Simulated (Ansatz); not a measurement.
System: YO, charge 0, multiplicity 2. SMILES: [O]=[Y]
Structure (B3LYP-D3(BJ)/def2-TZVP (Ansatz, a program for electronic structure) minimum search):
```xyz
2

Y      0.0000     0.0000    -0.3067
O      0.0000     0.0000     1.4952
```
Charge 0, spin multiplicity 2.

Wanted: atomisation energy, in kcal/mol. Set-up: no spin-orbit coupling; 6-31G* and kin with 6d, 5d where marked; atomisation electronic, to ground-state atoms; def2 sets with scalar-relativistic core potentials past Kr; UHF or UKS for open shells; LANL2DZ with its own core potentials from Na on; frozen cores in correlated levels (noble-gas shells and the d and f shells of earlier blocks). Ab initio and DFT rows: single points at B3LYP-D3(BJ) geometries (Ansatz). A UHF reference is markedly spin-contaminated in at least one set, which strains HF and MP2. The Hartree-Fock reference of Y atom is unstable towards a lower, spin-broken solution.

```csv
level,program,atomisation energy (kcal/mol)
HF/LANL2DZ,Ansatz,69.6
HF/6-31G* with LANL2DZ past Ar,Ansatz,80.4
SVWN5/6-31G* with LANL2DZ past Ar,Ansatz,204.0
PBE/LANL2DZ,Ansatz,172.3
PBE/def2-SVP,Ansatz,181.9
PBE/6-31G* with LANL2DZ past Ar,Ansatz,179.0
BLYP/6-31G* with LANL2DZ past Ar,Ansatz,173.3
B3LYP/LANL2DZ,Ansatz,154.1
B3LYP/def2-SVP,Ansatz,164.8
B3LYP/6-31G* with LANL2DZ past Ar,Ansatz,161.4
PBE0/6-31G* with LANL2DZ past Ar,Ansatz,160.6
MP2/LANL2DZ,Ansatz,155.8
MP2/6-31G* with LANL2DZ past Ar,Ansatz,169.4
PBE0/def2-TZVPD,Ansatz,164.2
```

No value to compare with is used here. The 13 habitual levels span 69.6 (HF/LANL2DZ) to 204.0 kcal/mol (SVWN5/6-31G* with LANL2DZ past Ar); PBE0/def2-TZVPD gives 164.2.

The levels are drawn from those run, B3LYP/6-31G* more often than the rest, none by its result; runs whose electronic state is in doubt are left out.
